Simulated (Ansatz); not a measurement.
Molecule: C₄H₁₂OSi (charge 0, singlet). 
Geometry from a B3LYP-D3(BJ)/def2-TZVP (Ansatz, a quantum-chemistry and plane-wave program) optimisation:
SMILES: C[Si](C)(C)CO
```xyz
18

C     -0.8130    -1.0153     1.4460
Si    -0.0873    -0.3653    -0.1560
C     -1.4445     0.2949    -1.2686
C      0.8873    -1.7125    -1.0329
C      1.1154     1.0459     0.2453
O      0.3839     2.0838     0.9164
H     -0.0364    -1.4309     2.0922
H     -1.5484    -1.8012     1.2588
H     -1.3081    -0.2108     1.9931
H     -2.1874    -0.4753    -1.4885
H     -1.9553     1.1320    -0.7893
H     -1.0393     0.6498    -2.2190
H      0.2403    -2.5549    -1.2890
H      1.6940    -2.0960    -0.4038
H      1.3319    -1.3447    -1.9606
H      1.5714     1.4212    -0.6810
H      1.9334     0.6702     0.8751
H      0.9839     2.8066     1.1257
```

Property: atomisation energy (electronic, to ground-state atoms), in eV. Correlated levels leave the core frozen unless marked. Open shells are spin-unrestricted. No spin-orbit coupling. Non-relativistic. The coupled-cluster limit lacks core correlation, which all-electron functionals hold. CBS marks a two-point X^-3 extrapolation of the correlation energy; Hartree-Fock from the larger set.

```csv
level,program,atomisation energy (eV)
BLYP-D3(BJ)/def2-TZVPD,Ansatz + dftd3,…
revPBE-D3(BJ)/def2-TZVPD,Ansatz + dftd3,70.04
revPBE-D4/def2-TZVPD,Ansatz + dftd4,70.22
B97M-V/def2-TZVPD,Ansatz,…
B3LYP-D3(BJ)/def2-TZVPD,Ansatz + dftd3,70.80
BHLYP-D4/def2-TZVPD,Ansatz + dftd4,69.18
r2SCAN0/def2-TZVPD,Ansatz,70.03
CAM-B3LYP-D4/def2-TZVPD,Ansatz + dftd4,71.03
SCS-MP2/cc-pV(D+d)Z,Ansatz,65.81
SCS-MP2/cc-pV(T+d)Z,Ansatz,69.67
CCSD/6-31G,Ansatz,…
CCSD/6-31G*,Ansatz,…
"CCSD(T)/CBS(cc-pV(T+d)Z,cc-pV(Q+d)Z)",Ansatz,70.84
```

Some entries are withheld; supply them.


- BLYP-D3(BJ)/def2-TZVPD, atomisation energy (eV): 70.32
- B97M-V/def2-TZVPD, atomisation energy (eV): 70.73
- CCSD/6-31G, atomisation energy (eV): 59.80
- CCSD/6-31G*, atomisation energy (eV): 63.62
